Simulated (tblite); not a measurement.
**Question.** What does the GFN2-xTB structure of `CC(C)C[C@H](F)CF` look like in three dimensions?

**Answer.** 
```xyz
20
C6H12F2 angstrom
C     -1.5070    1.1013    0.5751
C     -1.0448    0.1630   -0.5371
C     -2.1039   -0.9097   -0.7826
C      0.2912   -0.5076   -0.1921
C      1.4834    0.4389   -0.2555
F      1.6868    0.8518   -1.5595
C      2.7798   -0.2264    0.2106
F      2.7238   -0.4440    1.5609
H     -0.8020    1.9134    0.7328
H     -1.6184    0.5540    1.5089
H     -2.4687    1.5384    0.3180
H     -0.9097    0.7405   -1.4577
H     -3.0566   -0.4514   -1.0361
H     -2.2409   -1.5156    0.1108
H     -1.8118   -1.5637   -1.6010
H      0.2462   -0.9267    0.8148
H      0.4758   -1.3225   -0.8964
H      1.3109    1.3494    0.3309
H      3.6377    0.4251    0.0164
H      2.9229   -1.1974   -0.2738
```

Orientation and origin are arbitrary. Atoms count from 1 in this order. Of the pairs four or more bonds apart, H9···H18 is among the closest relative to their van der Waals radii: 2.22 Å, 93 % of the sum of Bondi's values.

Bonds between heavy atoms (Å): C1–C2 1.527, C2–C3 1.527, C2–C4 1.534, C4–C5 1.524, C5–F6 1.383, C5–C7 1.530, C7–F8 1.369.

The geometry is computed with GFN2-xTB (gas phase).

Point group: C1 (no symmetry element, even within 0.4 Å). Its GFN2-xTB frequencies are all real (lowest 32 cm⁻¹). The numbers are those of one conformer (C1–C2–C4–C5 -72°, C2–C4–C5–F6 -66°, C4–C5–C7–F8 -70°). 3 starts were optimised and ended at 0.00, 0.24 and 1.39 kcal/mol (GFN2-xTB); the lowest of these is shown.
